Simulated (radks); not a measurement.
Results of a calculation; reference values are marked as such.
Question: The tellurium anion Te2-, [Xe], held by a Watson sphere: a shell of charge +2 at radius R that stands for the Madelung well of a crystal (potential energy -2/R inside, -2/r outside, in hartree with lengths in bohr). Code: a radial shooting solver on a logarithmic mesh with Libxc functionals. Model: scalar-relativistic Kohn-Sham, PBEsol, spin-polarised, spherical densities, finite nucleus; Fermi nuclear charge, rms radius of each element as measured or else 0.836 A^(1/3) + 0.57 fm. Response by self-consistent Sternheimer equations with the Hartree and adiabatic LDA kernel, the relativistic mass of each level held fixed and spin-orbit coupling left out. The sphere does not respond.

| R (bohr) | e(4d) (eV) | e(5s) (eV) | e(5p) (eV) | <r> 5p (bohr) | sum of <r^2> (bohr^2) | X-ray form factor at sin(theta)/lambda = 0.1 1/angstrom | alpha (bohr^3) |
|---|---|---|---|---|---|---|---|
| 2.85 | -40.212 | -15.427 | -6.820 | 2.715 | 80.58 | 49.166 | 49.63 |
| 4.17 | -38.798 | -13.174 | -4.952 | 3.011 | 94.07 | 48.738 | 91.67 |
| 4.42 | -38.572 | -12.853 | -4.636 | 3.056 | 96.39 | 48.682 | 102.5 |
| 4.58 | -38.432 | -12.661 | -4.443 | 3.084 | 97.85 | 48.651 | 110.0 |
| 4.71 | -38.321 | -12.512 | -4.291 | 3.106 | 99.01 | 48.627 | 116.5 |
| 4.97 | -38.105 | -12.233 | -4.002 | 3.147 | 101.3 | 48.584 | 130.3 |

Estimate the row for R = 4.25 bohr.

Answer: e(4d) (eV) -38.725; e(5s) (eV) -13.068; e(5p) (eV) -4.849; <r> 5p (bohr) 3.026; sum of <r^2> (bohr^2) 94.82; X-ray form factor at sin(theta)/lambda = 0.1 1/angstrom 48.719; alpha (bohr^3) 95.03.
